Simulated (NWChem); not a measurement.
System: SnH₂F₂; SMILES [F][SnH2][F]

NWChem printed, in part:

```
             Northwest Computational Chemistry Package (NWChem) 7.3.0
             --------------------------------------------------------

 C2V symmetry detected

                             Geometry "geometry" -> ""
                             -------------------------

 Output coordinates in angstroms (scale by  1.889725989 to convert to a.u.)

  No.       Tag          Charge          X              Y              Z
 ---- ---------------- ---------- -------------- -------------- --------------
    1 Sn                  50.0000     0.00000000     0.00000000    -0.28413357
    2 F                    9.0000    -1.51645500     0.00000000     0.91073743
    3 F                    9.0000     1.51645500     0.00000000     0.91073743
    4 H                    1.0000     0.00000000     1.49462400    -1.09329757
    5 H                    1.0000     0.00000000    -1.49462400    -1.09329757

 Effective nuclear repulsion energy (a.u.)     298.6457445717

      Symmetry information
      --------------------

 Group name             C2v
 Group number             16
 Group order               4
 No. of unique centers     3

                                 NWChem DFT Module
                                 -----------------

 Summary of "ao basis" -> "ao basis" (spherical)
 ------------------------------------------------------------------------------
       Tag                 Description            Shells   Functions and Types
 ---------------- ------------------------------  ------  ---------------------
 Sn                         def2-svp                10       26   4s4p2d
 F                          def2-svp                 6       14   3s2p1d
 H                          def2-svp                 3        5   2s1p

      Symmetry analysis of basis
      --------------------------

        a1         26
        a2          7
        b1         17
        b2         14

[...]

                                NWChem TDDFT Module
                                -------------------

            General Information
            -------------------
           No. of orbitals :     128
            Alpha orbitals :      64
             Beta orbitals :      64
        Alpha frozen cores :       0
         Beta frozen cores :       0
     Alpha frozen virtuals :       0
      Beta frozen virtuals :       0
         Spin multiplicity :       1
    Number of AO functions :      64
        Use of symmetry is : off
      Symmetry adaption is : on
         Schwarz screening :  0.10D-07

              XC Information
              --------------
                 BHLYP Method XC Functional
              Hartree-Fock (Exact) Exchange   0.50
                 Slater Exchange Functional   0.50 local
             Becke 1988 Exchange Functional   0.50 non-local
       Lee-Yang-Parr Correlation Functional   1.00

             TDDFT Information
             -----------------
          Calculation type : Tamm-Dancoff TDDFT
         Wavefunction type : Restricted singlets
          No. of electrons :      42
           Alpha electrons :      21
            Beta electrons :      21
              No. of roots :       6
          Max subspacesize :    5200
            Max iterations :     100
               Target root :       1
           Target symmetry : none
      Symmetry restriction : off
                 Algorithm : Optimal
        Davidson threshold :  0.10D-03

    6 smallest eigenvalue differences (eV)
--------------------------------------------------------
  No. Spin  Occ  Vir  Irrep   E(Occ)    E(Vir)   E(Diff)
--------------------------------------------------------
    1    1   21   22 b2       -0.411     0.007    11.362
    2    1   21   23 a2       -0.411     0.010    11.448
    3    1   21   24 b2       -0.411     0.029    11.960
    4    1   20   22 a1       -0.449     0.007    12.404
    5    1   20   23 b1       -0.449     0.010    12.490
    6    1   19   22 b1       -0.460     0.007    12.702
--------------------------------------------------------

  Entering Davidson iterations
  Restricted singlet excited states

  Iter   NTrls   NConv    DeltaV     DeltaE      Time
  ----  ------  ------  ---------  ---------  ---------
    1      6       0     0.17E+00   0.10+100        2.5
    2     12       0     0.70E-01   0.28E-01        2.3
    3     18       0     0.10E+00   0.22E-01        2.2
    4     24       0     0.27E-01   0.58E-02        2.2
    5     30       0     0.26E-01   0.23E-02        2.2
    6     36       2     0.12E-01   0.10E-02        2.2
    7     40       2     0.15E-01   0.39E-03        1.8
    8     44       4     0.45E-02   0.35E-03        1.8
    9     46       4     0.24E-02   0.38E-04        1.5
   10     48       5     0.47E-03   0.33E-05        1.5
   11     49       6     0.68E-04   0.19E-06        1.3
  ----  ------  ------  ---------  ---------  ---------
  Convergence criterion met

  Ground state a1       -414.905221811850 a.u.

  ----------------------------------------------------------------------------
  Root   1 singlet a2             0.299480895 a.u.                8.1493 eV
  ----------------------------------------------------------------------------
     Transition Moments    X -0.00000   Y  0.00000   Z -0.00000
     Dipole Oscillator Strength                    0.0000000000
     Electric Quadrupole                           0.0000001193
     Magnetic Dipole                               0.0000049473
     Total Oscillator Strength                     0.0000050666

[...]
```

Level: BHandHLYP/def2-SVP with def2 effective core potentials on Sn, TDA. Coordinates come from a PBE0/def2-SVP optimisation. def2 effective core potentials on Sn; no spin-orbit coupling.

Task: Which NWChem input produces such a log?

Result: One answer among several that fit: the input that was run:
```
start job
memory heap 200 mb stack 900 mb global 1100 mb
geometry units angstroms noautoz
  Sn     0.000000     0.000000    -0.266681
  F     -1.516455     0.000000     0.928190
  F      1.516455     0.000000     0.928190
  H      0.000000     1.494624    -1.075845
  H      0.000000    -1.494624    -1.075845
end
basis spherical
  * library def2-svp
end
ecp
  Sn library def2-ecp
end
dft
  xc bhlyp
  iterations 150
end
tddft
  cis
  nroots 6
  notriplet
end
task tddft energy
```
